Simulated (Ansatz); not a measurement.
# Molecular dynamics of CHFSiTe

Input:

```yaml
crystal:
  periodic: [false, false, false]
  atoms:
    - { symbol: F, position_ang: [1.279, -1.887311, 1.600949] }
    - { symbol: C, position_ang: [0.884349, -0.967258, 0.807829] }
    - { symbol: Si, position_ang: [0.87725, 0.311535, -0.307778] }
    - { symbol: Te, position_ang: [-1.653427, 0.646659, -0.509204] }
    - { symbol: H, position_ang: [-1.387171, 1.896375, -1.591805] }
basis:
  gaussian: { orbitals: def2-SVP }
hamiltonian:
  xc: b3lyp
md:
  timestep: 0.25
  n_steps: 150
  ensemble: nve_milne
  temperature: 1000.0
  initial_velocities: maxwell_boltzmann
  seed: 888270
scf:
  lower_state_search: "off"
```

Launched with:

```bash
$ ansatz run input.yaml --threads 1 --pin off --max-ram 2048MiB --backend cpu --events-out ev --progress --plain --runs-dir out
```

It starts from a relaxed structure.

Output, in part (one step line in 6, the closing report, with atoms numbered from 0):

```
md step     0: t =     0.00 fs  T =  1000.0 K  F+E_penalty+E_count = -18934.78426119 eV  E_kin = 0.387780 eV  conserved = -18934.39648119 eV  (17 SCF iters)
md step     6: t =     1.50 fs  T =   937.1 K  F+E_penalty+E_count = -18934.75986728 eV  E_kin = 0.363385 eV  conserved = -18934.39648249 eV  (19 SCF iters)
md step    12: t =     3.00 fs  T =   798.9 K  F+E_penalty+E_count = -18934.70629496 eV  E_kin = 0.309812 eV  conserved = -18934.39648256 eV  (18 SCF iters)
md step    18: t =     4.50 fs  T =   689.0 K  F+E_penalty+E_count = -18934.66366810 eV  E_kin = 0.267186 eV  conserved = -18934.39648235 eV  (19 SCF iters)
md step    24: t =     6.00 fs  T =   635.6 K  F+E_penalty+E_count = -18934.64296299 eV  E_kin = 0.246481 eV  conserved = -18934.39648214 eV  (19 SCF iters)
md step    30: t =     7.50 fs  T =   581.9 K  F+E_penalty+E_count = -18934.62211239 eV  E_kin = 0.225631 eV  conserved = -18934.39648165 eV  (18 SCF iters)
md step    36: t =     9.00 fs  T =   491.7 K  F+E_penalty+E_count = -18934.58713974 eV  E_kin = 0.190658 eV  conserved = -18934.39648154 eV  (18 SCF iters)
md step    42: t =    10.50 fs  T =   390.8 K  F+E_penalty+E_count = -18934.54803830 eV  E_kin = 0.151557 eV  conserved = -18934.39648157 eV  (19 SCF iters)
md step    48: t =    12.00 fs  T =   324.8 K  F+E_penalty+E_count = -18934.52241414 eV  E_kin = 0.125932 eV  conserved = -18934.39648208 eV  (19 SCF iters)
md step    54: t =    13.50 fs  T =   313.9 K  F+E_penalty+E_count = -18934.51819704 eV  E_kin = 0.121715 eV  conserved = -18934.39648223 eV  (19 SCF iters)
md step    60: t =    15.00 fs  T =   338.8 K  F+E_penalty+E_count = -18934.52787183 eV  E_kin = 0.131389 eV  conserved = -18934.39648244 eV  (19 SCF iters)
md step    66: t =    16.50 fs  T =   359.3 K  F+E_penalty+E_count = -18934.53582440 eV  E_kin = 0.139342 eV  conserved = -18934.39648249 eV  (19 SCF iters)
md step    72: t =    18.00 fs  T =   364.8 K  F+E_penalty+E_count = -18934.53794493 eV  E_kin = 0.141462 eV  conserved = -18934.39648284 eV  (19 SCF iters)
md step    78: t =    19.50 fs  T =   405.5 K  F+E_penalty+E_count = -18934.55370918 eV  E_kin = 0.157226 eV  conserved = -18934.39648278 eV  (18 SCF iters)
md step    84: t =    21.00 fs  T =   525.4 K  F+E_penalty+E_count = -18934.60022842 eV  E_kin = 0.203746 eV  conserved = -18934.39648247 eV  (19 SCF iters)
md step    90: t =    22.50 fs  T =   675.9 K  F+E_penalty+E_count = -18934.65859051 eV  E_kin = 0.262108 eV  conserved = -18934.39648204 eV  (18 SCF iters)
md step    96: t =    24.00 fs  T =   767.5 K  F+E_penalty+E_count = -18934.69409822 eV  E_kin = 0.297617 eV  conserved = -18934.39648132 eV  (18 SCF iters)
md step   102: t =    25.50 fs  T =   769.7 K  F+E_penalty+E_count = -18934.69496883 eV  E_kin = 0.298487 eV  conserved = -18934.39648142 eV  (18 SCF iters)
md step   108: t =    27.00 fs  T =   716.2 K  F+E_penalty+E_count = -18934.67422893 eV  E_kin = 0.277747 eV  conserved = -18934.39648153 eV  (18 SCF iters)
md step   114: t =    28.50 fs  T =   655.4 K  F+E_penalty+E_count = -18934.65064730 eV  E_kin = 0.254166 eV  conserved = -18934.39648178 eV  (18 SCF iters)
md step   120: t =    30.00 fs  T =   611.0 K  F+E_penalty+E_count = -18934.63341368 eV  E_kin = 0.236932 eV  conserved = -18934.39648177 eV  (18 SCF iters)
md step   126: t =    31.50 fs  T =   564.3 K  F+E_penalty+E_count = -18934.61530988 eV  E_kin = 0.218828 eV  conserved = -18934.39648165 eV  (18 SCF iters)
md step   132: t =    33.00 fs  T =   473.9 K  F+E_penalty+E_count = -18934.58023304 eV  E_kin = 0.183751 eV  conserved = -18934.39648167 eV  (17 SCF iters)
md step   138: t =    34.50 fs  T =   337.9 K  F+E_penalty+E_count = -18934.52750058 eV  E_kin = 0.131019 eV  conserved = -18934.39648207 eV  (16 SCF iters)
md step   144: t =    36.00 fs  T =   224.1 K  F+E_penalty+E_count = -18934.48339241 eV  E_kin = 0.086910 eV  conserved = -18934.39648196 eV  (15 SCF iters)
md step   150: t =    37.50 fs  T =   190.2 K  F+E_penalty+E_count = -18934.47025647 eV  E_kin = 0.073775 eV  conserved = -18934.39648160 eV  (17 SCF iters)
Total energy: -18934.47046434 eV, -695.8289553195 hartree
Atom 0 at     1.137298    -1.851149     1.564407 Å, force     0.468476    -0.783853     0.744624 eV/Å
Atom 1 at     1.004993    -0.858389     0.804762 Å, force    -1.012030    -1.863564     1.741707 eV/Å
Atom 2 at     1.022768     0.286803    -0.325216 Å, force    -0.419498     2.863530    -2.668410 eV/Å
Atom 3 at    -1.675380     0.634174    -0.504814 Å, force     0.825189    -0.946171     0.400980 eV/Å
Atom 4 at    -1.429435     2.187064    -0.936400 Å, force     0.137863     0.730057    -0.218901 eV/Å
Dipole moment:    -0.074367    -0.015182     0.003530 e Å
```

The run went to its last step. The conserved energy stayed within 0.0004 meV per atom of its start (net change -0.0002 meV per atom), so the integration is sound. A run of 0.037 ps of so small a system gives no equilibrium averages.

The same pairs are bonded in the first frame and the last. Pairs count as bonded within 1.25 times the sum of covalent radii (0.12 Å more for H–H).

Last frame:

```xyz
5
Properties=species:S:1:pos:R:3
F 1.137 -1.851 1.564
C 1.005 -0.858 0.805
Si 1.023 0.287 -0.325
Te -1.675 0.634 -0.505
H -1.429 2.187 -0.936
```

Time of the run: 5.2 min on 1 thread of Arm Neoverse V2, on a shared host, peak memory 0.16 GiB.
